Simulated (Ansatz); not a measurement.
A run on `[OH][SnH]([Cl])[Cl]` with other settings.

```yaml
crystal:
  periodic: [false, false, false]
  atoms:
    - {symbol: O, position_ang: [0.093623, 1.311334, -0.880381]}
    - {symbol: Sn, position_ang: [0.037731, -0.096961, 0.449959]}
    - {symbol: Cl, position_ang: [1.666632, -1.651217, -0.067932]}
    - {symbol: Cl, position_ang: [-1.980782, -1.203099, 0.251455]}
    - {symbol: H, position_ang: [-0.030686, 0.998437, -1.780751]}
    - {symbol: H, position_ang: [0.255682, 0.577505, 1.981549]}
basis:
  gaussian: {orbitals: def2-mTZVP}
magnetization: {spin_polarized: true, initial_magnetization: 2}
hamiltonian: {xc: {name: HF}}
correlation: {active_space: {window: {electrons: 40, orbitals: 30}}}
```

```sh
$ ansatz run in.yaml --threads 2 --pin off --events-out ev --progress --plain --max-ram 32768MiB --backend cpu
```

Shortened log:

```
Error: invalid value for `correlation.active_space`: it starts from restricted Hartree–Fock orbitals; set hamiltonian.xc: hf without magnetization.spin_polarized
```
